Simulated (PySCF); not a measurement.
**S⁵⁺ (sulfur, charge +5) across methods**

[Ne] 3s1, 2S determinant. All numbers are calculated (PySCF 2.14, the spin-free X2C one-electron Hamiltonian (Gaussian nucleus), in an even-tempered Gaussian basis (20 s from 0.13 bohr⁻², ratio 2.5; 12 p from 0.17 bohr⁻², ratio 2.5; 5 d from 0.94 bohr⁻², ratio 2.7; 5 f from 1.4 bohr⁻², ratio 2.7)).

| method | E (hartree) | mean ε 2p α (eV) | mean ε 2p β (eV) | mean ε 3s α (eV) | Σ⟨r²⟩ (bohr²) | ⟨S²⟩ |
| --- | --- | --- | --- | --- | --- | --- |
| LDA | -390.8825 | -236.63 | -236.18 | -81.938 | 4.264 | 0.750 |
| r2SCAN | -392.2719 | -239.24 | -238.83 | -82.166 | 4.269 | 0.750 |
| UHF | -391.85201 | -261.67 | -261.06 | -87.605 | 4.284 | 0.750 |
| PBE | -392.1207 | -236.67 | -236.19 | -81.832 | 4.264 | 0.750 |
| PBE0 | -392.1552 | -243.26 | -242.77 | -83.408 | 4.265 | 0.750 |
| TPSSh | -392.3071 | -239.86 | -239.40 | -82.420 | 4.265 | 0.750 |

(1) Estimate the same row for B3LYP.

Answers

(1) E (hartree) = -392.3023; mean ε 2p α (eV) = -242.14; mean ε 2p β (eV) = -241.71; mean ε 3s α (eV) = -83.346; Σ⟨r²⟩ (bohr²) = 4.255; ⟨S²⟩ = 0.750.
